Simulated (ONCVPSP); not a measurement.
# How hard is this gold ONCV potential?

gold (Au), optimised norm-conserving Vanderbilt (ONCV), made with ONCVPSP 4.0.1 (PW91, scalar-relativistic). Core [Kr] 4d10 4f14, reference 5s2 5p6 5d10 6p1. Waves: 5s: rc 1.25 bohr, ncon 5, nbas 9, qcut 7.6 1/bohr, 2 projectors, debl 1 Ha; 5p+6p: rc 2.00 bohr, ncon 3, nbas 7, qcut 7.8 1/bohr, 2 projectors; 5d: rc 2.30 bohr, ncon 5, nbas 10, qcut 5.9 1/bohr, 1 projector. Local part: polynomial inside 0.90 bohr (lpopt 5, dvloc0 0 Ha). Core correction: Teter function, fcfact 4, rcfact 1.15.

In the s channel the program set the typed energies aside and used -4.067, 0.250 Ha.

Problem. For each optimised wave give the share of its norm inside rc, the residual kinetic energy above qcut (Ha) and the cutoffs (Ha) for errors of 10, 1, 0.1 and 0.01 mHa per electron.

Solution.

| wave | norm inside rc | residual KE | 10 mHa | 1 mHa | 0.1 mHa | 0.01 mHa |
| --- | --- | --- | --- | --- | --- | --- |
| 5s | 0.863 | 4.0e-03 | 25.9 | 77.4 | 141.0 | 158.6 |
| s projector 2 | 0.018 | 4.9e-04 | 18.7 | 26.7 | 48.8 | 122.9 |
| 5p | 0.981 | 3.8e-09 | 13.0 | 16.6 | 19.7 | 22.4 |
| 6p | 0.044 | 3.7e-09 | 8.1 | 12.1 | 15.4 | 18.2 |
| 5d | 0.861 | 1.2e-04 | 12.4 | 15.2 | 17.8 | 63.2 |

The occupied waves need 77 Ha and 141 Ha for 1 and 0.1 mHa. Note: ghosts flagged at negative energy: s at -5.5 eV; GHOST(+) flagged for p at 156.1 eV. A true bound ghost makes a file unfit for plane-wave use. 1 of 4 tests not solved or not reliable.
